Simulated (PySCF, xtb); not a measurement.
CH4ClFOSi, SMILES OC[Si@@H](F)Cl.

GFN2-xTB (xtb) at its own geometry gives an orbital gap of 5.66 eV and a dipole moment of 2.16 D.

Coordinates come from a B3LYP-D3(BJ)/def2-SVP optimisation. The structure was generated by enumeration; whether it is a known compound was not checked. One conformer was computed; it need not be the lowest.

**Question.** What does M06-2X/def2-TZVP (PySCF) give? (Estimate from the structure and the level; the computed values follow.)

**Answer.** gap 10.08 eV (levels -9.44 and 0.64 eV), dipole 2.31 D.
